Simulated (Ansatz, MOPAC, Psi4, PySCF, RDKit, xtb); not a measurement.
Dimer: NH3 (SMILES N) (first 4 atoms) with CHN (SMILES C#N); geometry from B3LYP-D3(BJ)/def2-TZVP, rigid monomers moved along the line of their centres of mass till N1···H7 is 3.73 Å.
(charge 0, multiplicity 1):
| atom | x (Å) | y (Å) | z (Å) |
|---|---|---|---|
| N | -0.3143 | 0.0262 | 0.0127 |
| H | -1.1880 | 0.4366 | -0.2992 |
| H | 0.4363 | 0.5891 | -0.3731 |
| H | -0.2471 | -0.8937 | -0.4094 |
| C | -0.0733 | -0.1926 | 4.8179 |
| N | -0.0172 | -0.2435 | 5.9631 |
| H | -0.1267 | -0.1443 | 3.7340 |

```tsv
level	interaction energy (meV)	minus CCSD(T)/CBS(aug-cc-pVDZ, aug-cc-pVTZ)	cost
MMFF94	-92.0	-2.0	-
UFF	-5.9	84.1	-
GFN-FF	-19.5	70.5	-
PM3	-42.4	47.6	-
PM7	-81.1	8.9	-
GFN1-xTB	-24.9	65.1	-
GFN2-xTB	-64.2	25.8	-
HF/STO-3G (no counterpoise)	-59.2	30.8	-
HF/3-21G (no counterpoise)	-113.4	-23.4	-
HF/6-31G*	-104.6	-14.6	-
HF/6-31G* (no counterpoise)	-116.9	-26.9	-
HF/aug-cc-pVDZ	-95.2	-5.2	-
HF/aug-cc-pVTZ	-94.7	-4.7	-
PBE-D3(BJ)/def2-TZVPPD	-92.6	-2.6	×1
PBE-D4/def2-TZVPPD	-92.6	-2.6	×1
BP86/6-31G* (no counterpoise)	-106.4	-16.4	-
r2SCAN/def2-TZVPPD	-85.3	4.7	×1
r2SCAN-D3(BJ)/def2-TZVPPD	-88.7	1.3	×1
r2SCAN-D4/def2-TZVPPD	-88.3	1.7	×1
B3LYP/3-21G (no counterpoise)	-105.2	-15.2	-
B3LYP/6-31G*	-93.9	-3.9	-
B3LYP/6-31G* (no counterpoise)	-111.0	-21.0	-
B3LYP/6-311+G** (no counterpoise)	-96.0	-6.0	-
B3LYP/def2-TZVPPD	-83.7	6.3	×1
B3LYP-D3(BJ)/def2-TZVPPD	-89.8	0.1	×1
B3LYP-D4/def2-TZVPPD	-89.8	0.1	×1
PBE0/def2-TZVPPD	-89.7	0.3	×1
PBE0-D4/def2-TZVPPD	-94.5	-4.5	×1
M06-2X/6-31G* (no counterpoise)	-115.6	-25.6	-
wB97X-V/def2-TZVPPD	-93.4	-3.4	×3
wB97M-V/def2-TZVPPD	-92.6	-2.6	×3
MP2/6-31G*	-98.9	-8.9	-
MP2/6-31G* (no counterpoise)	-116.0	-26.0	-
MP2/aug-cc-pVDZ	-89.9	0.1	-
MP2/aug-cc-pVTZ	-90.2	-0.2	-
CCSD/aug-cc-pVDZ	-88.7	1.3	-
CCSD(T)/aug-cc-pVDZ	-88.4	1.6	×5
CCSD(T)/aug-cc-pVTZ	-89.4	0.6	×300*
CCSD(T)/CBS(aug-cc-pVDZ, aug-cc-pVTZ)	-90.0	0.0	×300*
SAPT0/jun-cc-pV(D+d)Z	-104.8	-14.8	-
```

 The comparison column counts from a level with limits of its own.

The rows run from -116.9 (HF/6-31G* (no counterpoise)) to -5.9 meV (UFF). In aug-cc-pVTZ the value moves HF -94.7, MP2 -90.2, CCSD(T) -89.4, a shift of 5.3 from HF to CCSD(T). From aug-cc-pVDZ to aug-cc-pVTZ CCSD(T) changes by -1.0. The dispersion term adds -3.4 in r2SCAN-D3(BJ), -3.0 in r2SCAN-D4, -6.2 in B3LYP-D3(BJ). The 5 functionals in def2-TZVPPD without D3 or D4 span 9.8, from wB97X-V to B3LYP.

Interaction energies are E(AB) − E(A) − E(B) at the monomers' geometry in the complex; basis-set methods are counterpoise corrected. Rows marked so take none. RDKit's UFF carries no charges.

Correlated levels freeze the cores. CBS(a, b) extrapolates the correlation energy as X⁻³ and adds the Hartree–Fock energy of set b. Rows in 3-21G, 6-311+G**, 6-31G*, STO-3G carry no dispersion term and start afresh at each structure (6-31G* with six Cartesian d functions). MP2/6-31G* freezes PySCF's default core. The state that PM3, PM7 reach isn't checked; PM7 holds dispersion and hydrogen-bond terms.

Programs: Ansatz (Gaussian basis) for Hartree–Fock, density functionals and correlated methods; MOPAC for PM3, PM7 (differences of heats of formation); Psi4 for SAPT; PySCF for 3-21G rows, 6-311+G** rows, 6-31G* rows, STO-3G rows, the dispersion terms; RDKit for the force fields; xtb for the GFN methods. Each number belongs to the level named beside it.

Costs are rough ratios of core time to PBE/def2-TZVPPD (about 5 s over the structures, on one shared machine); a dash marks a level with no comparable run of its own. A star marks coupled-cluster runs past 200 virtual orbitals, where the program's memory plan changes under this machine's limit, so their costs aren't comparable with smaller runs.

Ansatz is a program for electronic structure.
